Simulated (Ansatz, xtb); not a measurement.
## Relaxing a trial structure of CH2ClFGe

The starting geometry of this gas-phase singlet was built from a drawn formula by distance geometry and a force field; its bonds are those of `F[C][GeH2][Cl]`.

```xyz
6

C    -0.4130   -2.6568    0.0197
Cl    2.4462   -3.6924   -1.2401
F    -1.0833   -3.1106   -1.1303
Ge    1.3304   -2.0227   -0.4071
H     2.0498   -1.5437    0.8902
H     1.2632   -0.8628   -1.4136
```

Task: Predict what it relaxes into with r2SCAN-D4/def2-SVP.

Result: It keeps its bonds, and is `F[C][GeH2][Cl]`.

The energy falls by 0.45 eV over 11 steps:

```
step  E − E(last) (eV)
   1             0.448
   2             0.248
   3             0.173
   4             0.114
   5             0.022
   7             0.003
   8             0.001
   9             0.000
  10             0.000
  11             0.000
```

Final geometry (Å):

```xyz
6

C    -0.6398   -2.3151   -0.2500
Cl    2.4966   -3.6080   -1.4071
F    -0.9872   -3.4818   -0.6994
Ge    1.3427   -2.0042   -0.4867
H     1.9065   -1.7371    0.9192
H     1.4744   -0.7429   -1.3572
```

From the same start GFN2-xTB ends elsewhere, differing in C1–Cl2 (1.83 against 3.58 Å here).

The end wasn't checked by frequencies. Run with Ansatz 0.2.0, 48 s on 2 threads of Intel(R) Xeon(R) Processor @ 2.50GHz (Skylake/Cascade Lake), with other jobs on the host.
